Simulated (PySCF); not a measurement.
# BF2H5Si2: core ionisation energies

BF₂H₅Si₂.
Z-matrix (Å and degrees, PBE0-D3(BJ)/def2-SVP geometry), rows numbered from 1:
```
F 
B   1  1.3188
F   2  1.3200  1  116.54
Si  2  2.0259  1  122.87  3  -177.46
Si  4  2.3494  2  107.67  1   102.95
H   4  1.4961  2  109.35  1  -139.32
H   4  1.4942  2  111.20  1   -17.83
H   5  1.4941  4  110.76  2   176.57
H   5  1.4950  4  109.83  2   -62.76
H   5  1.4950  4  109.07  2    56.31
```

Computed with delta-SCF UKS SCAN, pcX-2 on the ionised atom, pcseg-1 elsewhere, spin-free X2C (PySCF 2.14.0). These are vertical core ionisation energies against the vacuum level, from separate self-consistent calculations with and without the core hole.

Q: Give the core binding energies atom by atom.

A: 
```json
{"atom(s)": "Si4", "bonded to": "2 H, B and Si", "level": "Si 2p3/2", "binding energy (eV)": "106.64", "2p1/2 (eV)": "107.26", "above the level's lowest (eV)": "0.00", "count": "1"}
{"atom(s)": "Si5", "bonded to": "3 H and Si", "level": "Si 2p3/2", "binding energy (eV)": "106.78", "2p1/2 (eV)": "107.40", "above the level's lowest (eV)": "+0.14", "count": "1"}
{"atom(s)": "B2", "bonded to": "2 F and Si", "level": "B 1s", "binding energy (eV)": "199.22", "2p1/2 (eV)": "–", "above the level's lowest (eV)": "0.00", "count": "1"}
{"atom(s)": "F1/F3", "bonded to": "B", "level": "F 1s", "binding energy (eV)": "693.52", "2p1/2 (eV)": "–", "above the level's lowest (eV)": "0.00", "count": "2"}
{"atom(s)": "Si4", "bonded to": "2 H, B and Si", "level": "Si 1s", "binding energy (eV)": "1846.31", "2p1/2 (eV)": "–", "above the level's lowest (eV)": "0.00", "count": "1"}
{"atom(s)": "Si5", "bonded to": "3 H and Si", "level": "Si 1s", "binding energy (eV)": "1846.49", "2p1/2 (eV)": "–", "above the level's lowest (eV)": "+0.18", "count": "1"}
```

The 2 Si 1s values lie within 0.18 eV of each other; Gaussian lines of 0.5 eV full width would blend them into one maximum.

The 2 Si 2p3/2 values lie within 0.14 eV of each other.

Q: Which photon energy gives electrons from Si 2p3/2 of Si4 a kinetic energy of 200 eV, and what is their de Broglie wavelength?

A: hν = 106.64 + 200 = 306.64 eV, recoil neglected; λ = 12.264 Å/√(E/eV) = 0.87 Å.

One atom of each set of topologically equivalent atoms was ionised and stands for the set; in this conformer not all members are related by symmetry, and their own values weren't computed. 2p3/2 and 2p1/2 are the ΔSCF energy of one spin-free 2p hole plus the eigenvalues of a spin–orbit and ligand-field matrix of the shell. 2p1/2 minus 2p3/2 (ligand field included): Si 0.62 eV. The structure is a single PBE0-D3(BJ)/def2-SVP conformer in the gas phase; no vibrational or solvent corrections.
